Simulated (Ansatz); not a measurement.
Basis-set extrapolation for `O[Si](O)(Cl)N[SiH2]Cl` (PBE0-D4/def2-TZVP geometry, frozen core, Ansatz 0.2.0). Multiplicity 1, RHF reference.

|  | def2-TZVPP | def2-QZVPP |
| --- | --- | --- |
| HF | -1704.399149 | -1704.453596 |
| MP2 correlation | -1.298089 | -1.412178 |
| CCSD(T) correlation | -1.405879 | not run |

Energies in hartree. Use E(X) = E(∞) + A·exp(−7.88·√X) for Hartree–Fock and E(X) = E(∞) + B·X^(−2.97) for correlation, with X = 3 and 4, and add CCSD(T) minus MP2 of the smaller set to the MP2 limit.

Question: What is the CCSD(T) energy at the basis-set limit?

Answer: HF limit: -1704.453596 + (-0.054447) × 0.13774 = -1704.46110. MP2 limit: -1.412178 + (-0.114089) × 0.74074 = -1.49669. Higher-order term: -1.405879 − (-1.298089) = -0.10779. Total: -1706.06558 hartree, 684.1 kJ/mol below CCSD(T)/def2-TZVPP.
